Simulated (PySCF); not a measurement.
BrSi, SMILES [Si]Br (connectivity only; charge and spin as stated), charge +1, multiplicity 1. Heavy atoms are numbered as in [Si:1][Br:2].

Coordinates come from a B3LYP-D3(BJ)/def2-TZVP optimisation. The multiplicity is an assumed one; other spin states were not compared.

Computed with KT2/pcSseg-2 (PySCF).

GIAO shieldings, no solvent; atoms alike by connectivity are averaged. δ = σ(ref) − σ: ²⁹Si against TMS (σ = 351.7 ppm), references at their B3LYP-D3(BJ)/def2-TZVP geometries, non-relativistic (without spin–orbit terms, shifts of atoms bonded to Cl or Br come out too high).

Computed chemical shifts:
```json
[
 {"nucleus": "²⁹Si", "atoms": "Si1", "count": "1", "δ (ppm)": "270.8"}
]
```
